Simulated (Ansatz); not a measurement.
A nudged elastic band was laid between two geometries of AlF2H4NO (9 atoms, charge 0, multiplicity 1).

All numbers below come from RKS r2SCAN-D4/def2-SVP in Ansatz 0.2.0.

```json
{
 "movable images": "5",
 "climbing image": "yes",
 "spring": "5.0 eV/Å²",
 "optimiser": "quadratic models (default)",
 "start path": "through a guess of the saddle point",
 "force threshold": "0.03 eV/Å",
 "iteration limit": "60",
 "end points": "relaxed"
}
```

Initial state:

```xyz
9
Properties=species:S:1:pos:R:3
Al -0.010 0.169 0.299
N 0.018 -0.050 2.105
H -0.722 -0.581 2.562
H 0.888 -0.272 2.586
F 1.416 0.031 -0.550
F -1.445 -0.199 -0.478
O -0.287 2.082 0.626
H -1.138 2.450 0.344
H -0.346 1.847 1.595
```

Final state:

```xyz
9
Properties=species:S:1:pos:R:3
Al -0.199 0.533 0.173
N -0.009 0.138 2.125
H -0.696 -0.550 2.441
H 0.923 -0.211 2.360
F 1.320 0.100 -0.392
F -1.416 -0.538 -0.256
O -0.581 2.194 0.358
H -0.801 2.799 -0.353
H -0.167 1.011 2.634
```

(1) Which bonds break or form, and what moves?

(2) Give the energies along the band, and the barrier.

(3) What is the geometry of the highest image?

(4) What are the harmonic wavenumbers there?

The band took 12 iterations and roughly 5 core-minutes.

Answers

(1) Bonds broken: O7–H9. Bonds formed: N2–H9.

(2) It converged. The highest image is number 1 of 0 to 6, 0.038 eV above the first end and 0.977 eV above the last; the last end lies 0.940 eV below the first. A vibrational analysis at the climbing image gives one clearly imaginary mode, 525i cm⁻¹: a first-order saddle point. The orbitals stay closed-shell, which can raise the energy where a bond breaks towards radicals; this wasn't checked here.

| image | path coordinate (Å) | energy (eV) | O7–H9 (Å) | N2–H9 (Å) |
| --- | --- | --- | --- | --- |
| 0 | 0.00 | 0.000 | 1.00 | 2.00 |
| 1 | 0.51 | 0.038 | 1.12 | 1.50 |
| 2 | 0.88 | -0.307 | 1.48 | 1.16 |
| 3 | 1.25 | -0.700 | 1.87 | 1.04 |
| 4 | 1.61 | -0.843 | 2.14 | 1.03 |
| 5 | 1.98 | -0.917 | 2.36 | 1.02 |
| 6 | 2.35 | -0.940 | 2.60 | 1.02 |

(3) 
```xyz
9
Properties=species:S:1:pos:R:3
Al -0.028 0.219 0.197
N -0.015 0.076 2.067
H -0.760 -0.441 2.535
H 0.852 -0.112 2.571
F 1.425 0.006 -0.584
F -1.427 -0.321 -0.532
O -0.287 2.030 0.680
H -1.098 2.521 0.491
H -0.288 1.498 1.664
```

(4) 525i, 155, 183, 220, 283, 335, 436, 473, 653, 669, 689, 726, 836, 941, 949, 1445, 1543, 2038, 3537, 3624, 3857 cm⁻¹.

The run took 78 s on 4 threads of Arm Neoverse V2 (shared host), peak memory 0.16 GiB.
